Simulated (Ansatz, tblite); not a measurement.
Forces on the cluster ReS2⁺ at its PBE0-D4/def2-TZVP geometry. Total charge 1; singlet.

In the def2 sets Re takes a core potential; there is no spin–orbit coupling. The xTB rows come from tblite. The restricted singlet is unstable towards broken spin symmetry in Hartree–Fock (as tested in another run); at PBE-D4/def2-TZVP this wasn't settled. At PBE-D4/def2-TZVP an occupied level of the charge 1 singlet lies above an empty one (by up to 0.03 eV), so this SCF solution is probably not the lowest. No other spin state of charge 1 was run. The geometry of the singlet was relaxed on an unsound state (restricted singlet whose occupied levels cross empty ones at other levels, untested at these). Another isomer (triplet) lies 3.82 eV lower at PBE0-D4/def2-TZVP; other spin states weren't run for this one.

GFN1-xTB (tblite), largest force 7.81 eV/Å:

```xyz
3
positions Å, forces eV/Å
Re    1.520    0.178   -1.169    6.160    0.717   -4.742
S    -0.034   -0.003    0.027   -4.624   -0.536    3.561
S    -1.486   -0.174    1.142   -1.536   -0.181    1.180
```

GFN2-xTB (tblite), largest force 6.89 eV/Å:

```
Re 5.434 0.633 -4.183
S -3.929 -0.455 3.026
S -1.506 -0.177 1.157
```

PBE-D4/def2-TZVP (Ansatz), largest force 0.94 eV/Å:

```
Re 0.741 0.087 -0.569
S -0.049 -0.007 0.037
S -0.692 -0.080 0.532
```
